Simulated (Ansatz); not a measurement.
`C[Si]N` + `[SiH3]N[SiH3]` → `N[Si]N([SiH3])[SiH3]` + CH₄ at 400 K and 1 bar (ligand exchange at the Si–C bond).

Isolated molecules relaxed with PBE0-D4/def2-TZVP in Ansatz; ΔE leaves out vibrations. CCSD(T)/CBS is the MP2 limit (def2-TZVPP, def2-QZVPP) plus CCSD(T) − MP2 in def2-TZVPP, frozen cores. This one scheme is used for every species. Each species was taken in one conformer, which may not be the lowest.

```tsv
species	CCSD(T)/CBS energy (Eh)	H − E (kJ/mol)	S (J/(mol·K))
`C[Si]N`	-384.84019	187.7	321.2
`[SiH3]N[SiH3]`	-637.10515	203.4	366.7
`N[Si]N([SiH3])[SiH3]`	-981.52495	261.5	432.8
CH₄	-40.46206	131.3	197.2
```

H − E and S are ideal-gas, rigid-rotor, harmonic terms from PBE0-D4/def2-TZVP, for one conformer and one mirror image of each species. 1 Eh = 2625.50 kJ/mol, R = 8.31446 J/(mol·K).

Task: By hand: ΔE, ΔH, ΔS and ΔG.

Result: ΔE = (-981.52495) + (-40.46206) − (-384.84019) − (-637.10515) = -0.04167 Eh = -109.4 kJ/mol. Δ(H − E) = 261.5 + 131.3 − 187.7 − 203.4 = 1.7, so ΔH = -107.7 kJ/mol. ΔS = 432.8 + 197.2 − 321.2 − 366.7 = -57.9 J/(mol·K). ΔG = -107.7 − 400 × (-57.9)/1000 = -84.5 kJ/mol.

Task: By hand: the equilibrium constant, and the temperature at which ΔG would vanish if ΔH and ΔS stayed fixed.

Result: log₁₀ K = −ΔG/(RT ln 10) = 11.0. ΔG = 0 at ΔH/ΔS = 1860 K.

ΔH outweighs TΔS. A doubt of 5 kJ/mol in ΔE shifts log₁₀ K by 0.7 here. Other conformers and mirror images would add mixing entropy, several J/(mol·K) or more a flexible species. Modes under 60 cm⁻¹, often nearly free rotors, make the harmonic entropy too high. These are equilibria of isolated gas molecules and say nothing of rates. Largest T1 diagnostic: 0.013 (customary marks: 0.02 for closed shells, 0.045 for open ones).
